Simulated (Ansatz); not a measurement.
CHCl2NOSi (`O=C=N[SiH](Cl)Cl`) at its PBE0-D4/def2-TZVP geometry, where that method's forces vanish. The species carries charge 0 and has multiplicity 1.

```xyz
7

O    -1.0989    2.7662    0.3253
C    -0.5811    1.7698    0.0383
N    -0.0212    0.7661   -0.3044
Si    0.3882   -0.8676   -0.1619
Cl    1.3107   -1.1907    1.6213
Cl   -1.2926   -2.0075   -0.2645
H     1.2949   -1.2362   -1.2541
```

What forces (eV/Å) does ωB97M-V/def2-TZVPP give on these atoms in Ansatz? (Estimate.)

Computed: 
```
O1  -0.043  0.073  0.028
C2  -0.015  0.025  0.010
N3   0.036 -0.009 -0.046
Si4  0.166 -0.102 -0.185
Cl5  0.011 -0.009  0.038
Cl6 -0.033 -0.023  0.007
H7  -0.121  0.045  0.148
```
